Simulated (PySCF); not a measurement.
Run record for `B(Br)(OC)Br`: B97-2/6-31G*, IEF-PCM chloroform, start guess sap, full TDDFT, 12 singlets.

Method: TDDFT B97-2/6-31G*, vertical, IEF-PCM chloroform (non-equilibrium linear response), core orbitals frozen in the response (PySCF 2.14.0, density-fitted response routines). Geometry: GFN2-xTB. The command runs a driver script over a list of jobs; the input below is this job's line of settings and its coordinates in Å.

Command:
```bash
OMP_NUM_THREADS=1 python probes_run.py task.json out
```

Input:
```
{"job": {"kind": "uv", "xc": "B97-2", "basis": "6-31G*", "solvent": "chloroform", "nstates": 12, "ntriplets": 5, "tda": false, "scf": {"guess": "sap"}}, "charge": 0, "multiplicity": 1}
C     -1.087138    -0.456391    -0.073114
O      0.260407    -0.501655     0.341713
B      1.223212     0.377113     0.184650
Br     1.003028     2.045949    -0.707367
Br     2.906482    -0.078755     0.901445
H     -1.267365    -1.310849    -0.726348
H     -1.313642     0.471715    -0.604249
H     -1.715926    -0.537715     0.814186
```

**Question.** Predict the output.

**Answer.** 
```
final grid: 75888 points
cycle   1  E = -5248.9615528018  dE =  3.398e+01  |g| = 7.230e+00  |ddm| = 2.695e+01
cycle   2  E = -5052.1220357937  dE =  1.968e+02  |g| = 1.814e+01  |ddm| = 3.326e+01
cycle   3  E = -5251.0835717484  dE = -1.990e+02  |g| = 9.283e+00  |ddm| = 1.786e+01
cycle   4  E = -5276.8050724586  dE = -2.572e+01  |g| = 5.419e+00  |ddm| = 9.942e+00
cycle   5  E = -5285.5799024411  dE = -8.775e+00  |g| = 2.951e+00  |ddm| = 8.805e+00
cycle   6  E = -5286.9149892604  dE = -1.335e+00  |g| = 2.460e+00  |ddm| = 8.481e+00
cycle   7  E = -5289.0112763282  dE = -2.096e+00  |g| = 5.448e-01  |ddm| = 5.005e+00
cycle   8  E = -5288.9990259882  dE =  1.225e-02  |g| = 6.927e-01  |ddm| = 1.049e+00
cycle   9  E = -5289.1023901689  dE = -1.034e-01  |g| = 5.986e-02  |ddm| = 5.171e-01
cycle  10  E = -5289.1028933564  dE = -5.032e-04  |g| = 3.739e-02  |ddm| = 1.032e-01
cycle  11  E = -5289.1031990508  dE = -3.057e-04  |g| = 1.358e-02  |ddm| = 3.972e-02
cycle  12  E = -5289.1032449014  dE = -4.585e-05  |g| = 1.857e-03  |ddm| = 1.391e-02
cycle  13  E = -5289.1032458300  dE = -9.286e-07  |g| = 1.015e-03  |ddm| = 4.272e-03
cycle  14  E = -5289.1032460683  dE = -2.382e-07  |g| = 9.860e-05  |ddm| = 1.299e-03
cycle  15  E = -5289.1032460705  dE = -2.208e-09  |g| = 2.733e-05  |ddm| = 1.340e-04
cycle  16  E = -5289.1032460706  dE = -1.728e-10  |g| = 1.011e-05  |ddm| = 4.361e-05
converged SCF energy = -5289.1032460706

Static polarisability (au): isotropic 66.672, principal 42.604 72.234 85.177

Singlet excitations
state   eV       nm        f      main configurations
  1   6.3559    195.1   0.00000   H->L 1.00
  2   7.1135    174.3   0.15474   H-1->L 0.90
  3   7.1704    172.9   0.00190   H-3->L 1.00
  4   7.4315    166.8   0.00055   H-4->L 0.99
  5   7.4721    165.9   0.19228   H-2->L 0.92
  6   7.8663    157.6   0.09316   H->L+1 0.94
  7   8.1565    152.0   0.00006   H-1->L+1 0.97
  8   8.4229    147.2   0.00008   H-2->L+1 0.97
  9   8.6456    143.4   0.00767   H-3->L+1 0.96
 10   9.0295    137.3   0.07308   H-5->L 0.95
 11   9.1551    135.4   0.00007   H-6->L 0.98
 12   9.3443    132.7   0.28805   H-4->L+1 0.90

Triplet excitations (Tamm-Dancoff, eV): 6.2359 6.3848 6.5594 7.0359 7.1190
```

H and L stand for HOMO and LUMO; the number after each pair is its weight.

**Question.** Give the mean polarisability as a volume in Å³, and the ratio of the largest to the smallest principal value.

**Answer.** 66.672 au × 0.148185 = 9.88 Å³; 85.177/42.604 = 2.00.

**Question.** Give S1 in cm⁻¹ and kJ/mol.

**Answer.** 6.3559 eV × 8065.54 = 51264 cm⁻¹; × 96.485 = 613.3 kJ/mol.

In short: SCF converged in 16 cycles with 112 basis and 848 fitting functions; HOMO -7.90 eV, LUMO -0.24 eV; lowest singlet 6.36 eV; lowest triplet 6.24 eV (Tamm–Dancoff); mean polarisability 66.7 au.

All basis functions are spherical, in the Pople sets too. The species at its GFN2-xTB geometry (one conformer only). The B97-2/6-31G* calculation is non-relativistic and has no spin–orbit coupling, an omission that weighs most on bromine.

On Arm Neoverse V1, one thread, on a shared host, this took 15 s wall and 0.53 GiB of memory at its peak.

The values belong to the conformer `[CH3:1][O:2][B:3]([Br:4])[Br:5]`: C1–O2–B3–Br4 0°.
